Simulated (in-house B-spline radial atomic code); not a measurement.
**How G0W0 and RPA depend on the start: Ca2+**

Configuration [Ne] 3s2 3p6. Computed with an all-electron radial atomic-structure program (B-spline basis): all electrons, scalar-relativistic (spin-free one-electron X2C), finite nucleus, each spin shell either full or empty, empty states to l = 9 with an (l + 1/2)⁻⁴ tail; G0W0 by contour deformation at full frequency.

```
            start  mean-field 3p (eV)  G0W0 (eV)  QP weight  RPA correlation (Eh)
     Hartree-Fock              -51.07     -51.50      0.961               -1.0243
         LDA VWN5              -43.12     -50.90      0.922               -1.1682
              PBE              -43.05          ?          ?                     ?
             PBE0              -45.37     -51.05      0.937               -1.1241
           r2SCAN              -43.76     -50.97      0.931               -1.1418
            HSE06              -44.94     -51.02      0.935               -1.1293
  B3LYP (VWN-RPA)              -44.93     -51.01      0.933                -1.133
             SCAN              -43.78     -50.94      0.931               -1.1407
             TPSS              -43.28     -50.85      0.925               -1.1564
        BHandHLYP              -47.52     -51.22      0.947               -1.0879
        CAM-B3LYP              -46.87     -51.18      0.943               -1.1096
          LC-wPBE              -48.33     -51.23      0.949               -1.1012
            wB97X              -47.91          ?          ?                     ?
           PBEsol              -42.98     -50.87      0.922               -1.1664
             BLYP              -42.90     -50.82      0.920               -1.1668
          r2SCAN0              -45.83     -51.12      0.941               -1.1092
LDA exchange-only              -41.47     -50.95      0.916               -1.1673
```

(1) What G0W0 level, weight and RPA correlation energy follow from the wB97X start?

(2) What G0W0 level, weight and RPA correlation energy follow from the PBE start?

(3) How much of the dependence on the start does G0W0 remove?

## Answers

(1) G0W0 level -51.17 eV, weight 0.949, RPA correlation -1.0978 hartree.

(2) G0W0 level -50.83 eV, weight 0.922, RPA correlation -1.1659 hartree.

(3) The mean-field levels span 9.6 eV and the G0W0 levels 0.675 eV. Against 50.913 eV (NIST, measured) the G0W0 removal energies are off by -0.09 to +0.58 eV, with spin-orbit coupling, Breit and QED terms left out.
